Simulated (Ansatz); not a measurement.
Z-matrix (Å, degrees):
```
C
C 1 1.531
H 1 1.093 2 111.2
H 1 1.094 2 112.0 3 -120.4
H 1 1.093 2 111.3 3 119.2
B 2 1.586 1 112.1 3 -59.6
H 2 1.096 1 109.2 3 178.0
H 2 1.096 1 109.2 3 62.8
N 6 1.415 2 119.7 1 90.7
N 6 1.416 2 119.7 1 -87.1
H 9 1.003 6 122.0 2 2.7
H 9 1.004 6 124.5 2 -176.8
H 10 1.003 6 122.0 2 -2.7
H 10 1.004 6 124.5 2 176.7
```

The species carries charge 0 and has multiplicity 1.

Problem. List the B3LYP/def2-TZVPP orbital energies in eV (the Gaussian-basis code of Ansatz). (Estimate.)

Solution. The calculation gave: Occupied: -388.70, -388.69, -276.21, -275.72, -182.84, -23.46, -22.59, -20.13, -16.44, -14.03, -13.47, -13.30, -11.67, -11.15, -11.12, -9.77, -8.97, -8.20, -8.07, -6.53. Lowest empty: 0.51, 1.45, 1.53, 1.92, 2.46, 2.63, 2.65, 3.42.

B3LYP here is the variant with VWN-RPA as its local correlation; programs differ in this.
